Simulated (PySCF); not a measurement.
Z-matrix (Å, degrees):
```
Al
Br 1 2.2661
Br 1 2.2661 2 119.10
```
Charge 0, spin multiplicity 2.

What dipole moment, total energy and highest occupied spin orbital does PBE0-D4/def2-TZVP in PySCF 2.14.0 give?


The dipole moment is 1.34 D. The total energy comes out as -5390.1434 Ha and the highest occupied spin orbital is -6.58 eV.
